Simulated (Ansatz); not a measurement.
The lowest singlet and triplet of CS (SMILES [C]=S); geometries from B3LYP-D3(BJ)/def2-TZVP, each state relaxed from the structure named, with no frequency check.
Singlet (charge 0, multiplicity 1):
| atom | x (Å) | y (Å) | z (Å) |
|---|---|---|---|
| C | 0.0000 | 0.0000 | -1.1142 |
| S | 0.0000 | 0.0000 | 0.4178 |

A positive gap puts the triplet lower; no zero-point energy. R- takes a restricted singlet. U- takes an unrestricted singlet (broken symmetry where lower, unprojected). The triplet is unrestricted in single-reference levels. Active spaces average the two states.

Correlated levels freeze the cores.

The values were computed with Ansatz (Gaussian orbitals). Values without a source in brackets are computed.

| level | gap E(singlet) − E(triplet), vertical, at the singlet's geometry (kcal/mol) |
|---|---|
| R-HF/cc-pV(D+d)Z | -53.38 |
| R-r2SCAN/def2-TZVPP | [?] |
| R-B2PLYP/def2-TZVPP | -79.69 |
| U-B2PLYP/def2-TZVPP | -79.69 |
| R-MP2/cc-pV(Q+d)Z | -92.94 |
| R-SCS-MP2/cc-pV(D+d)Z | -92.59 |
| R-SCS-MP2/cc-pV(T+d)Z | [?] |
| SC-NEVPT2 on SA-CASSCF(10,8)/cc-pV(D+d)Z | -81.19 |
| SC-NEVPT2 on SA-CASSCF(10,8)/cc-pV(Q+d)Z | -81.15 |

Q: What belongs in the gaps?

A: 
- R-r2SCAN/def2-TZVPP, gap E(singlet) − E(triplet), vertical, at the singlet's geometry (kcal/mol): -70.43
- R-SCS-MP2/cc-pV(T+d)Z, gap E(singlet) − E(triplet), vertical, at the singlet's geometry (kcal/mol): -95.58

Doubts at one or more of the structures used: a spin-contaminated determinant (R-HF/cc-pV(D+d)Z, R-MP2/cc-pV(Q+d)Z, R-SCS-MP2/cc-pV(D+d)Z, R-SCS-MP2/cc-pV(T+d)Z).

Ansatz is a program for electronic structure.
